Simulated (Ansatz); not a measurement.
A nudged elastic band was laid between two geometries of C$_{2}$H$_{9}$NSi$_{2}$ (14 atoms, charge 0, multiplicity 1).

Level of theory: RKS B3LYP-D4/def2-SVP in Ansatz.

| Property | Result |
| --- | --- |
| movable images | 7 |
| climbing image | yes |
| spring | 5.0 eV/Å² |
| optimiser | quadratic models (default) |
| start path | IDPP |
| force threshold | 0.5 eV/Å |
| iteration limit | 60 |
| end points | relaxed |

First end point:

```xyz
14
Properties=species:S:1:pos:R:3
N -1.082 2.245 -0.382
Si -0.871 0.541 -0.164
C 0.286 -0.071 1.240
C 0.744 -1.417 0.600
Si 0.606 -0.937 -1.262
H -1.982 2.625 -0.656
H -0.320 2.846 -0.678
H -2.248 -0.025 -0.028
H 1.141 0.626 1.310
H -0.139 -0.161 2.254
H 0.010 -2.213 0.812
H 1.724 -1.777 0.955
H 1.871 -0.292 -1.740
H 0.246 -2.019 -2.231
```

Last end point:

```xyz
14
Properties=species:S:1:pos:R:3
N -1.111 2.193 -0.574
Si -0.883 0.532 -0.161
C 0.333 -0.046 1.220
C 0.758 -1.410 0.593
Si 0.545 -0.968 -1.270
H -0.350 2.789 -0.880
H -1.901 2.729 -0.231
H -2.247 -0.024 0.093
H 1.194 0.646 1.238
H -0.047 -0.115 2.254
H 0.027 -2.197 0.852
H 1.748 -1.769 0.915
H 1.786 -0.330 -1.815
H 0.136 -2.060 -2.206
```

Problem. What changes between the two ends?

Solution. No bond is made or broken. The dihedral H7–N1–Si2–Si5 goes from -30 to 164°.

Problem. Give the energies along the band, and the barrier.

Solution. The forces met the threshold. The highest image is number 4 of 0 to 8, 3.2 kcal/mol above the first end and 3.1 kcal/mol above the last; the last end lies 0.1 kcal/mol above the first. The threshold of 0.5 eV/Å is loose, so the images may lie well off the minimum-energy path. The order of the stationary point at the top wasn't checked.

| image | path coordinate (Å) | energy (kcal/mol) | dihedral H7–N1–Si2–Si5 (°) |
| --- | --- | --- | --- |
| 0 | 0.00 | 0.0 | -30 |
| 1 | 0.41 | 0.3 | -48 |
| 2 | 0.83 | 1.4 | -68 |
| 3 | 1.24 | 2.7 | -90 |
| 4 | 1.66 | 3.2 | -114 |
| 5 | 2.07 | 2.6 | -136 |
| 6 | 2.49 | 1.5 | -156 |
| 7 | 2.91 | 0.4 | -176 |
| 8 | 3.33 | 0.1 | 164 |

Problem. What is the geometry of the highest image?

Solution. 
```xyz
14
Properties=species:S:1:pos:R:3:forces:R:3
N -1.111 2.220 -0.362 -0.03 0.20 -0.22
Si -0.934 0.526 -0.046 0.16 0.02 -0.07
C 0.413 -0.044 1.200 -0.08 0.10 0.02
C 0.768 -1.405 0.525 0.08 -0.06 0.00
Si 0.401 -0.943 -1.311 -0.06 0.04 0.00
H -1.261 2.548 -1.311 -0.03 -0.06 0.03
H -0.802 2.987 0.225 0.03 -0.19 0.16
H -2.236 -0.145 0.279 0.01 0.01 0.05
H 1.275 0.644 1.133 -0.05 0.00 -0.02
H 0.137 -0.119 2.265 0.01 -0.03 0.00
H 0.061 -2.190 0.841 -0.01 0.00 0.00
H 1.783 -1.769 0.756 -0.01 -0.02 0.02
H 1.599 -0.316 -1.954 -0.03 0.01 0.01
H -0.105 -2.024 -2.211 0.01 -0.02 0.02
```

The run took 77 s on 2 threads of Arm Neoverse V1, on a shared host, peak memory 0.3 GiB.
